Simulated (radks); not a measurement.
Numerical settings for neutral iodine, [Kr] 4d10 5s2 5p5. Method: scalar-relativistic Kohn-Sham, r2SCAN, spin-polarised, spherical densities, finite nucleus; open shells are filled with parallel spins first (spin-orbit coupling, left out, can overturn this in heavy ions); meta-GGA in the generalised Kohn-Sham scheme; Fermi nuclear charge, rms radius 4.75 fm; computed with a radial shooting solver on a logarithmic mesh with Libxc functionals. The defaults (mesh step 0.008 in ln r, mesh end at 40 bohr or more with all orbitals vanishing there, Anderson mixing 0.5 over 9 steps, residual threshold near 1e-9 with the energy settled to 1e-9 hartree or 1e-11 of itself, here a cap of 85 iterations) give E = -7117.120 hartree and 5p at -6.931 eV in 11 iterations. Run on one thread of a shared host, so times are rough (Arm Neoverse N1): 0.25 s of CPU time, 0.25 s wall, 11 iterations on 2437 mesh points. Changes against that run (0 stands for a change within the tolerance of the run):

[
 {"setting": "mesh step in ln r 0.03", "iterations": "11", "converged": "yes", "E (mhartree)": "+0.12", "e(5p) (meV)": "+0.0208", "CPU (s)": "0.09"},
 {"setting": "mesh step in ln r 0.05", "iterations": "11", "converged": "yes", "E (mhartree)": "-4.98", "e(5p) (meV)": "+0.0533", "CPU (s)": "0.06"},
 {"setting": "mesh step in ln r 0.2", "iterations": "3", "converged": "no", "E (mhartree)": "diverged", "e(5p) (meV)": "-", "CPU (s)": "0.01"},
 {"setting": "mesh end (bohr) 8", "iterations": "11", "converged": "yes", "E (mhartree)": "+1.13", "e(5p) (meV)": "+56.8", "CPU (s)": "0.23"},
 {"setting": "mesh end (bohr) 20", "iterations": "11", "converged": "yes", "E (mhartree)": "0", "e(5p) (meV)": "0", "CPU (s)": "0.24"},
 {"setting": "residual threshold 0.1", "iterations": "10", "converged": "yes", "E (mhartree)": "0", "e(5p) (meV)": "-0.0276", "CPU (s)": "0.23"},
 {"setting": "residual threshold 1e-05", "iterations": "10", "converged": "yes", "E (mhartree)": "0", "e(5p) (meV)": "-0.0276", "CPU (s)": "0.23"},
 {"setting": "mixing 0.01", "iterations": "18", "converged": "yes", "E (mhartree)": "0", "e(5p) (meV)": "0", "CPU (s)": "0.37"},
 {"setting": "linear mixing, mixing 0.8", "iterations": "51", "converged": "no", "E (mhartree)": "diverged", "e(5p) (meV)": "-", "CPU (s)": "0.81"},
 {"setting": "linear mixing, mixing 0.5", "iterations": "22", "converged": "yes", "E (mhartree)": "0", "e(5p) (meV)": "+0.013", "CPU (s)": "0.43"},
 {"setting": "mixing history 2", "iterations": "13", "converged": "yes", "E (mhartree)": "0", "e(5p) (meV)": "+0.0298", "CPU (s)": "0.28"},
 {"setting": "iteration cap 3", "iterations": "3", "converged": "no", "E (mhartree)": "+12.3", "e(5p) (meV)": "+566", "CPU (s)": "0.08"}
]

Settings that end as converged yet miss the energy by more than 1 mhartree: mesh step in ln r 0.05 (-0.00498 hartree); mesh end (bohr) 8 (+0.00113 hartree). A mesh that ends early acts as a hard wall.
